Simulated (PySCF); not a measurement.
Si(F)3(NHSiH3) (F₃H₄NSi₂), SMILES F[Si](F)(F)N[SiH3].

Coordinates come from a B3LYP-D3(BJ)/def2-SVP optimisation. The values are those of a single conformer.

Two levels are set side by side: TDA-PBE/def2-SVPD (PySCF) and TDA-CAM-B3LYP/def2-SVPD (PySCF). Vertical, same geometry. The lowest singlet is HOMO→LUMO 99 % with PBE and HOMO→LUMO 93 % with the other functional; states are paired by order. Differences are taken from unrounded values.

```
quantity                               TDA-CAM-B3LYP  TDA-PBE  TDA-PBE minus TDA-CAM-B3LYP
-------------------------------------  -------------  -------  ---------------------------
lowest singlet excitation (eV)                  6.94     6.02                        -0.92
lowest triplet excitation (TDA) (eV)            6.52     5.71                        -0.81
first bright state (f over 0.05) (eV)           8.68     7.64                        -1.04
its oscillator strength                         0.06     0.05                        -0.01
```

Functionals without exact exchange tend to place singlet excitations lower, as here. Differences between two approximate levels are no errors against the true value.

Rough cost on one machine, each run with all the roots and properties that it gave: TDA-CAM-B3LYP against TDA-PBE about 4 times.
